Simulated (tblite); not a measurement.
Compound: C6H12FNSi.
Cartesian coordinates in Å at the GFN2-xTB level; atoms count from 1:
```xyz
21
C6H12FNSi angstrom
C     -2.8514   -0.0713   -0.9284
N     -2.4358   -0.6765    0.3129
Si    -0.8737   -0.5671    1.0010
F     -1.0762   -1.4104    2.3771
C      0.5472   -1.1180   -0.0751
C      1.5273   -0.2139   -0.1010
C      2.8039   -0.3678   -0.8710
C      1.3561    1.0411    0.7137
C     -0.0442    1.1157    1.3459
H     -1.9745    0.0931   -1.5496
H     -3.5384   -0.7328   -1.4609
H     -3.3496    0.8918   -0.7735
H     -3.2070   -0.9083    0.9185
H      0.6235   -2.0394   -0.6292
H      3.4570    0.4897   -0.7262
H      2.5953   -0.4700   -1.9354
H      3.3326   -1.2655   -0.5530
H      1.5493    1.9102    0.0788
H      2.1254    1.0439    1.4914
H     -0.6077    1.9321    0.8965
H      0.0320    1.3404    2.4076
```

Computed values, GFN2-xTB/tblite, gas phase, harmonic and unscaled. Errors from tens to a few hundred cm⁻¹ against measured bands are possible. One conformer, not necessarily the lowest. The optimisation stopped once no atom felt more than 0.01 eV/Å.

Lowest wavenumbers of the output (negative numbers stand for imaginary wavenumbers):
```
mode    cm-1
  1    -116.1
  2      25.4
  3      52.1
  4      91.5
  5      94.8
  6     140.6
  7     166.9
  8     206.3
```

Q: Is this structure a minimum?

A: No. 1 mode is imaginary beyond 20i (116i cm⁻¹), so at this level the point lies at or near a first-order saddle.

Q: Which atoms move in the imaginary mode?

A: 116i: H16 (methyl hydrogen) 35 %, H17 (methyl hydrogen) 34 %, H15 (methyl hydrogen) 28 %. These are shares of the mass-weighted motion.

Q: What is the remedy?

A: Step along that mode in both directions, optimise again with tighter thresholds and repeat the frequencies. The zero-point energy of this point (107.1 kcal/mol) counts the 56 real modes alone, and thermal corrections from it aren't those of a minimum.
